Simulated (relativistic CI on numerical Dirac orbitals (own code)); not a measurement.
# Electric-dipole lines of Dy37+

Calculated at this level of theory: Dirac-Coulomb-Breit CI, orbitals from a KLI potential per configuration, model QED, unscaled Slater integrals (own radial code, finite nucleus).

Configurations in the expansion (outside the closed core [Ar]): 3d¹⁰4s, 3d¹⁰4p, 3d¹⁰4d, 3d¹⁰4f, 3d¹⁰5s, 3d¹⁰5p, 3d¹⁰5d, 3d¹⁰5f, 3d¹⁰5g, 3d⁹4p², 3d¹⁰6s, 3d¹⁰6p, 3d¹⁰6d, 3d⁸4s4p², 3d⁹4s², 3d⁹4p4d. Levels of other configurations are missing.

```
λ vac (Å)               Lower                  Upper   A (s⁻¹)        gf  Branching (%)
   20.245    3d¹⁰4d ²D3/2 [4]     3d¹⁰5f ²F°5/2 [13]  4.72e+12  1.74e+00           91.7
   20.583    3d¹⁰4d ²D5/2 [5]     3d¹⁰5f ²F°7/2 [14]  5.14e+12  2.61e+00           98.7
   24.954   3d¹⁰4f ²F°5/2 [6]      3d¹⁰5g ²G7/2 [15]  9.78e+12  7.31e+00           96.3
   25.051   3d¹⁰4f ²F°7/2 [7]      3d¹⁰5g ²G9/2 [16]  1.01e+13  9.50e+00           99.9
   68.302   3d⁹4p² ²D5/2 [24]    3d⁹4p4d ²F°7/2 [58]  5.66e+11  3.17e+00            n/a
   69.072   3d¹⁰4p ²P°1/2 [2]       3d¹⁰4d ²D3/2 [4]  4.32e+11  1.24e+00           93.6
   69.118   3d⁹4p² ²G7/2 [37]   3d⁹4p4d ²G°9/2 [128]  5.45e+11  3.90e+00            n/a
   69.333   3d⁹4p² ²G9/2 [29]   3d⁹4p4d ⁴G°11/2 [91]  5.55e+11  4.80e+00            n/a
   85.484    3d¹⁰4d ²D3/2 [4]      3d¹⁰4f ²F°5/2 [6]  2.19e+11  1.44e+00           94.7
   86.620   3d⁹4p² ²F7/2 [49]   3d⁹4p4d ²H°9/2 [142]  4.41e+11  4.96e+00            n/a
   86.717   3d⁹4p² ⁴F9/2 [41]  3d⁹4p4d ²H°11/2 [112]  4.39e+11  5.94e+00            n/a
   91.136   3d¹⁰4p ²P°3/2 [3]       3d¹⁰4d ²D5/2 [5]  2.35e+11  1.75e+00          100.0
   91.179    3d¹⁰4d ²D5/2 [5]      3d¹⁰4f ²F°7/2 [7]  1.94e+11  1.93e+00          100.0
   92.628    3d¹⁰4s ²S1/2 [1]      3d¹⁰4p ²P°3/2 [3]  1.87e+11  9.61e-01          100.0
   146.97   3d¹⁰5p ²P°1/2 [9]      3d¹⁰5d ²D3/2 [11]  1.31e+11  1.69e+00            4.8
   192.62   3d¹⁰5d ²D3/2 [11]     3d¹⁰5f ²F°5/2 [13]  6.73e+10  2.25e+00            1.3
   192.64  3d¹⁰5p ²P°3/2 [10]      3d¹⁰5d ²D5/2 [12]  7.24e+10  2.42e+00            2.3
   205.49   3d¹⁰5d ²D5/2 [12]     3d¹⁰5f ²F°7/2 [14]  5.97e+10  3.02e+00            1.1
   267.15  3d¹⁰6p ²P°1/2 [18]      3d¹⁰6d ²D3/2 [20]  4.96e+10  2.12e+00            1.8
   348.97  3d¹⁰6p ²P°3/2 [19]      3d¹⁰6d ²D5/2 [21]  2.78e+10  3.04e+00            0.9
```

Terms are leading LS components. Brackets give the number of a level in order of energy, since labels repeat. The list gives strong lines, with weight on those to low levels, without lines whose two gauges differ by over a factor of 2.5, among the lowest 147 of 358 levels, so that lines to higher ones, which can be the strongest, are missing. Levels whose partners in the same complex of configurations lie outside the list can be far off, and so can their lines. Rates are taken at the computed energies, electric ones in the length gauge.

At this charge energies of transitions that change n are usually good to better than 1 %, and those within a shell (Δn = 0) to a few per cent.

LS names give the leading component of a level, which can be under half, so a name can repeat, a term be missing and a line seem to break the LS rules.
